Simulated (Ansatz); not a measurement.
A nudged elastic band was laid between two geometries of AlClH4OSi (8 atoms, charge 0, multiplicity 1).

Theory: RKS B3LYP-D4/6-31G* in Ansatz.

```json
{
 "movable images": "9",
 "climbing image": "yes",
 "spring": "5.0 eV/Å²",
 "optimiser": "quadratic models (default)",
 "start path": "through a guess of the saddle point",
 "force threshold": "0.03 eV/Å",
 "iteration limit": "41",
 "end points": "relaxed"
}
```

Initial state:

```xyz
8
Properties=species:S:1:pos:R:3
Al 0.561 0.077 -0.273
O 0.430 -0.216 1.387
Si -0.324 -0.508 2.827
H -1.421 -1.499 2.657
H 0.662 -1.049 3.798
H -0.896 0.751 3.376
H 1.959 0.228 -0.961
Cl -1.206 0.237 -1.416
```

Final state:

```xyz
8
Properties=species:S:1:pos:R:3
Al 0.335 0.267 -1.080
O 0.815 -0.231 0.991
Si -0.177 -0.448 2.388
H -1.101 -1.579 2.179
H 0.798 -0.779 3.462
H -0.875 0.811 2.711
H 1.764 -0.363 1.144
Cl -1.795 0.341 -0.400
```

(1) Which bonds break or form, and what moves?

(2) Give the energies along the band, and the barrier.

(3) What is the geometry of the highest image?

Answers

(1) Bonds broken: Al1–H7. Bonds formed: O2–H7.

(2) The forces met the threshold. The highest image is number 6 of 0 to 10, 3.00 eV above the first end and 1.33 eV above the last; the last end lies 1.68 eV above the first. Neighbouring images differ by up to 1.5 eV, so the band resolves the path poorly. A vibrational analysis at the climbing image gives one clearly imaginary mode, 1471i cm⁻¹: a first-order saddle point. The orbitals stay closed-shell, which can raise the energy where a bond breaks towards radicals; this wasn't checked here.

```json
{"image": "0", "path coordinate (Å)": "0.00", "energy (eV)": "0.00", "Al1–H7 (Å)": "1.57", "O2–H7 (Å)": "2.84"}
{"image": "1", "path coordinate (Å)": "0.61", "energy (eV)": "0.00", "Al1–H7 (Å)": "1.57", "O2–H7 (Å)": "2.84"}
{"image": "2", "path coordinate (Å)": "1.23", "energy (eV)": "0.00", "Al1–H7 (Å)": "1.57", "O2–H7 (Å)": "2.84"}
{"image": "3", "path coordinate (Å)": "1.84", "energy (eV)": "0.01", "Al1–H7 (Å)": "1.57", "O2–H7 (Å)": "2.84"}
{"image": "4", "path coordinate (Å)": "2.45", "energy (eV)": "0.29", "Al1–H7 (Å)": "1.56", "O2–H7 (Å)": "2.53"}
{"image": "5", "path coordinate (Å)": "3.06", "energy (eV)": "1.51", "Al1–H7 (Å)": "1.58", "O2–H7 (Å)": "1.99"}
{"image": "6", "path coordinate (Å)": "3.68", "energy (eV)": "3.00", "Al1–H7 (Å)": "1.74", "O2–H7 (Å)": "1.34"}
{"image": "7", "path coordinate (Å)": "4.36", "energy (eV)": "1.91", "Al1–H7 (Å)": "2.36", "O2–H7 (Å)": "0.98"}
{"image": "8", "path coordinate (Å)": "5.03", "energy (eV)": "1.76", "Al1–H7 (Å)": "2.65", "O2–H7 (Å)": "0.97"}
{"image": "9", "path coordinate (Å)": "5.71", "energy (eV)": "1.71", "Al1–H7 (Å)": "2.70", "O2–H7 (Å)": "0.97"}
{"image": "10", "path coordinate (Å)": "6.39", "energy (eV)": "1.68", "Al1–H7 (Å)": "2.72", "O2–H7 (Å)": "0.97"}
```

(3) 
```xyz
8
Properties=species:S:1:pos:R:3
Al 0.389 0.140 -0.727
O 0.364 -0.216 1.085
Si -0.153 -0.526 2.672
H -0.682 -1.909 2.771
H 1.011 -0.376 3.580
H -1.212 0.448 3.032
H 1.424 -0.681 0.400
Cl -1.377 1.138 -1.418
```

The run took 15 min on 1 thread of Arm Neoverse V1, with other jobs on the host, peak memory 0.16 GiB.
